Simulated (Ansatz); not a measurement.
Cl₂H₃N₂V, SMILES `[NH]=[V]([NH2])([Cl])[Cl]` at its PBE0-D4/def2-TZVP geometry, where that method's forces vanish. Charge 0, multiplicity 1.

```xyz
8

N     0.4965   -1.0820    0.9953
V     0.4679   -0.0885   -0.2515
N    -1.1134    0.7522   -0.0934
Cl    2.1022    1.3267   -0.1138
Cl    0.5531   -1.2125   -2.1013
H     0.6892   -1.7649    1.7177
H    -1.8103    0.6179    0.6215
H    -1.3852    1.4512   -0.7745
```

Problem. What forces (eV/Å) does ωB97M-V/def2-TZVPP give on these atoms in the Gaussian-basis code of Ansatz? (Best estimate.)

Solution. Computed: 
```
N1   0.025  0.116 -0.167
V2  -0.125 -0.157  0.297
N3  -0.033  0.027 -0.008
Cl4  0.107  0.083  0.010
Cl5  0.011 -0.074 -0.114
H6  -0.007  0.021 -0.021
H7   0.012  0.012 -0.025
H8   0.008 -0.027  0.029
```
